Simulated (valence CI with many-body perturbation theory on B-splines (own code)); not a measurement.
**E1 line list for Ti16+**

Calculated by configuration interaction combined with many-body perturbation theory (CI+MBPT): four valence electrons over a frozen Dirac-Fock core [He], a basis of 11 s, 11 p, 9 d, 7 f, 5 g, 2 h, 1 i functions for each j, with the one-electron correlation potential Σ1 (screened to all orders), the two-electron term Σ2, the three-electron term Σ3, Breit, model QED; selected single and double excitations, second order for the rest (own B-spline code, finite nucleus).

No measured spectrum was set against this ion. As an estimate, levels of excited configurations hold to 0.05 to 0.15 % of their energy, terms of the ground configuration to about 0.5 %.

Lines 201 to 238 of 238 in falling wavelength, among levels below 53.828 Ry, chosen from the strongest by gf and those to the six lowest levels. Wavelengths and rates use the calculated energies, so an error of 400 cm⁻¹ moves a line at 1.786 nm by 0.0071 % and its rate by three times that or more. Electric multipoles are in the length gauge, E1 and E2 with the static RPA response of the core. Weak lines are less certain than strong ones. Lines between different terms over intervals too small for the method are left out, as are lines whose strength nearly cancels. Where a level lies close to another of its J and parity, the split of strength between their lines is uncertain. The highest levels of a list are the least certain.

Names give the largest LS component (configuration and term), which can be under half, so a name can repeat, a term be missing and a line seem to break the LS rules; names also repeat where a configuration has a term twice. Letters in brackets count levels of one name in rising energy.

```tsv
λ vac (nm)	Upper	Lower	A (s⁻¹)	S (a.u.) with core polarisation	S without
1.786	2s.2p2.3p 3P°_1	2s2.2p2 1D_2	7.06e+10	5.96e-04	5.95e-04
1.785	2s.2p2.3p 3S°_1	2s2.2p2 3P_1	5.36e+11	4.51e-03	4.50e-03
1.785	2s.2p2.3p 3P°_2	2s2.2p2 1D_2	6.26e+10	8.78e-04	8.76e-04
1.784	2s.2p2.3p 5P°_1	2s2.2p2 3P_2	1.09e+11	9.18e-04	9.16e-04
1.780	2s.2p2.3p 5D°_1	2s2.2p2 3P_0	2.25e+11	1.88e-03	1.88e-03
1.778	2s.2p2.3p 5P°_3	2s2.2p2 3P_2	2.13e+11	4.14e-03	4.13e-03
1.776	2s.2p2.3p 5P°_1	2s2.2p2 3P_1	1.18e+11	9.76e-04	9.74e-04
1.776	2s.2p2.3p 3S°_1	2s2.2p2 3P_0	2.86e+11	2.37e-03	2.37e-03
1.775	2s.2p2.3p 5P°_2	2s2.2p2 3P_1	1.36e+11	1.87e-03	1.87e-03
1.771	2s.2p2.3p 3D°_2	2s2.2p2 3P_2	1.99e+11	2.72e-03	2.72e-03
1.768	2s.2p2.3p 3D°_1 [a]	2s2.2p2 3P_1	1.05e+12	8.62e-03	8.60e-03
1.767	2s.2p2.3p 3D°_1 [b]	2s2.2p2 1S_0	1.70e+10	1.39e-04	1.38e-04
1.767	2s.2p2.3p 5P°_1	2s2.2p2 3P_0	3.79e+11	3.09e-03	3.09e-03
1.764	2s.2p2.3p 5S°_2	2s2.2p2 3P_2	6.79e+10	9.20e-04	9.18e-04
1.763	2s.2p2.3p 3D°_3	2s2.2p2 3P_2	2.41e+12	4.56e-02	4.55e-02
1.763	2s.2p2.3p 3D°_2	2s2.2p2 3P_1	2.41e+12	3.26e-02	3.26e-02
1.760	2s.2p2.3p 3P°_1	2s2.2p2 3P_2	1.71e+12	1.38e-02	1.38e-02
1.759	2s.2p2.3p 3D°_1 [a]	2s2.2p2 3P_0	1.60e+12	1.28e-02	1.28e-02
1.758	2s.2p2.3p 3P°_2	2s2.2p2 3P_2	2.25e+12	3.01e-02	3.01e-02
1.756	2s.2p2.3p 5S°_2	2s2.2p2 3P_1	1.57e+10	2.10e-04	2.10e-04
1.755	2s.2p2.3p 3P°_0	2s2.2p2 3P_1	2.63e+12	7.02e-03	7.01e-03
1.752	2s.2p2.3p 3P°_1	2s2.2p2 3P_1	5.33e+11	4.24e-03	4.23e-03
1.750	2s.2p2.3p 3P°_2	2s2.2p2 3P_1	2.81e+11	3.72e-03	3.71e-03
1.745	2s.2p2.3p 3F°_2	2s2.2p2 1D_2	9.85e+11	1.29e-02	1.29e-02
1.743	2s.2p2.3p 3P°_1	2s2.2p2 3P_0	3.57e+11	2.80e-03	2.79e-03
1.741	2s.2p2.3p 3F°_3	2s2.2p2 1D_2	6.46e+10	1.18e-03	1.17e-03
1.739	2s.2p2.3p 1D°_2	2s2.2p2 1D_2	2.16e+12	2.80e-02	2.80e-02
1.736	2s.2p2.3p 3D°_1 [b]	2s2.2p2 1D_2	5.17e+11	4.01e-03	4.00e-03
1.734	2s.2p2.3p 1F°_3	2s2.2p2 1D_2	2.55e+12	4.59e-02	4.58e-02
1.720	2s.2p2.3p 3F°_2	2s2.2p2 3P_2	1.59e+11	2.00e-03	1.99e-03
1.716	2s.2p2.3p 3F°_3	2s2.2p2 3P_2	4.17e+10	7.28e-04	7.26e-04
1.714	2s.2p2.3p 1D°_2	2s2.2p2 3P_2	1.59e+11	1.98e-03	1.97e-03
1.712	2s.2p2.3p 3F°_2	2s2.2p2 3P_1	1.23e+10	1.52e-04	1.52e-04
1.711	2s.2p2.3p 3D°_1 [b]	2s2.2p2 3P_2	1.73e+11	1.28e-03	1.28e-03
1.709	2s.2p2.3p 1F°_3	2s2.2p2 3P_2	3.54e+11	6.10e-03	6.09e-03
1.706	2s.2p2.3p 1D°_2	2s2.2p2 3P_1	2.53e+10	3.10e-04	3.09e-04
1.703	2s.2p2.3p 3D°_1 [b]	2s2.2p2 3P_1	1.88e+11	1.37e-03	1.37e-03
1.695	2s.2p2.3p 3D°_1 [b]	2s2.2p2 3P_0	2.07e+11	1.49e-03	1.49e-03
```
